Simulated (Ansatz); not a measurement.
Results of the Gaussian-basis code of Ansatz.

A structure relaxed at PBE0-D4/def2-TZVP, charge 0, multiplicity 1:

| atom | x (Å) | y (Å) | z (Å) |
| --- | --- | --- | --- |
| O1 | 1.093 | -1.002 | -1.412 |
| Ge2 | 0.147 | 0.340 | -0.727 |
| O3 | -1.270 | -0.303 | 0.313 |
| Al4 | -0.466 | 0.595 | 1.516 |
| H5 | 1.504 | -1.548 | -0.738 |
| H6 | -0.374 | 1.020 | -2.006 |
| H7 | -0.635 | 0.897 | 3.054 |

Problem. Give its formula and SMILES.

Solution. AlGeH3O2, `[OH][GeH]1[O][AlH]1`.

Problem. Summarise the bond lengths by kind.

Solution. 2 × Ge–O 1.778 to 1.872 Å; 1 × H–O 0.960 Å; 1 × Al–Ge 2.339 Å; 1 × Ge–H 1.539 Å; 1 × Al–O 1.703 Å; 1 × Al–H 1.576 Å.
